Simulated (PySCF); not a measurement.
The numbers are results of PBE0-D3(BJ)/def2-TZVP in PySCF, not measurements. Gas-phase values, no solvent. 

Reference species (SMILES): `[SiH]1C[SiH2][SiH]=1` (neutral, multiplicity 1).

```yaml
LUMO: -1.54 eV
HOMO–LUMO gap: 4.28 eV
dipole_moment: 0.70 D
```

Changed species: `[SiH]1=[SiH][SiH]1C`.

Problem. Predict the effect on the LUMO, HOMO–LUMO gap and dipole moment.

Solution. the LUMO decreases by 0.12 eV, to -1.66 eV; the HOMO–LUMO gap rises by 0.08 eV, to 4.36 eV; the dipole moment is nearly the same.
